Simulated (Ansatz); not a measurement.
`C[BH][SbH2]` + NH₃ → `[NH2][SbH2]` + `BC` at 600 K and 1 bar (cleavage of the Sb–B bond).

Gas-phase electronic energies from Ansatz, PBE0-D4/def2-TZVP geometries. CCSD(T)/CBS is the MP2 limit (def2-TZVPP, def2-QZVPP) plus CCSD(T) − MP2 in def2-TZVPP, frozen cores. This one scheme is used for every species. def2 core potentials past Kr. For Sb outer-core shells are correlated without core-valence functions, which leaves a few kJ/mol of doubt a bond.

```tsv
species	CCSD(T)/CBS energy (Eh)	H − E (kJ/mol)	S (J/(mol·K))
`C[BH][SbH2]`	-306.44336	213.9	402.1
NH₃	-56.50880	112.4	219.5
`[NH2][SbH2]`	-297.10356	138.6	330.5
`BC`	-65.83255	180.5	296.9
```

H − E and S are ideal-gas, rigid-rotor, harmonic terms from PBE0-D4/def2-TZVP, for one conformer and one mirror image of each species. 1 Eh = 2625.50 kJ/mol, R = 8.31446 J/(mol·K).

Question: By hand: ΔE, ΔH, ΔS and ΔG.

Answer: ΔE = (-297.10356) + (-65.83255) − (-306.44336) − (-56.50880) = 0.01605 Eh = 42.1 kJ/mol. Δ(H − E) = 138.6 + 180.5 − 213.9 − 112.4 = -7.2, so ΔH = 34.9 kJ/mol. ΔS = 330.5 + 296.9 − 402.1 − 219.5 = 5.8 J/(mol·K). ΔG = 34.9 − 600 × (5.8)/1000 = 31.4 kJ/mol.

Question: By hand: the equilibrium constant, and the temperature at which ΔG would vanish if ΔH and ΔS stayed fixed.

Answer: log₁₀ K = −ΔG/(RT ln 10) = -2.7. ΔG = 0 at ΔH/ΔS = 6017 K, far beyond where these terms or the molecules hold.

The number of gas molecules stays the same, so ΔS is small and ΔH decides. A doubt of 5 kJ/mol in ΔE shifts log₁₀ K by 0.4 here. Other conformers and mirror images would add mixing entropy, several J/(mol·K) or more a flexible species. These are equilibria of isolated gas molecules and say nothing of rates. Largest T1 diagnostic: 0.014 (customary marks: 0.02 for closed shells, 0.045 for open ones).
